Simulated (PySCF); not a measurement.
## LDA on Zn⁺ (zinc, charge +1)

Configuration: [Ar] 3d10 4s1, 2S determinant. Computed with PySCF 2.14 in cc-pVTZ-PP with ECP10MDF (5s5p4d2f1g, 63 functions), with scalar relativity through the core potential.

```
Total energy                : -226.3735 hartree
One-electron energy         : -400.2839 hartree
Hartree (Coulomb) energy    : 194.1450 hartree
Exchange-correlation energy : -20.2346 hartree
⟨S²⟩                        : 0.7508
⟨L²⟩                        : 0.000
Sum of ⟨r⟩                  : 17.05 bohr
Sum of ⟨r²⟩                 : 21.95 bohr²
Time after the integrals    : 0.22 s of wall time on 1 thread of Intel(R) Xeon(R) 6975P-C (shared host)
```

```json
{"shell": "3s α", "electrons": "1", "mean orbital energy (hartree)": "-5.11758", "rms radius, mean of both spins (bohr)": "0.737"}
{"shell": "3s β", "electrons": "1", "mean orbital energy (hartree)": "-5.11669", "rms radius, mean of both spins (bohr)": "0.737"}
{"shell": "3p α", "electrons": "3", "mean orbital energy (hartree)": "-3.41549", "rms radius, mean of both spins (bohr)": "0.781"}
{"shell": "3p β", "electrons": "3", "mean orbital energy (hartree)": "-3.41378", "rms radius, mean of both spins (bohr)": "0.781"}
{"shell": "3d α", "electrons": "5", "mean orbital energy (hartree)": "-0.74262", "rms radius, mean of both spins (bohr)": "1.03"}
{"shell": "3d β", "electrons": "5", "mean orbital energy (hartree)": "-0.73521", "rms radius, mean of both spins (bohr)": "1.03"}
{"shell": "4s α", "electrons": "1", "mean orbital energy (hartree)": "-0.54238", "rms radius, mean of both spins (bohr)": "2.56"}
```

Energies and moments cover only the electrons outside the core potential.
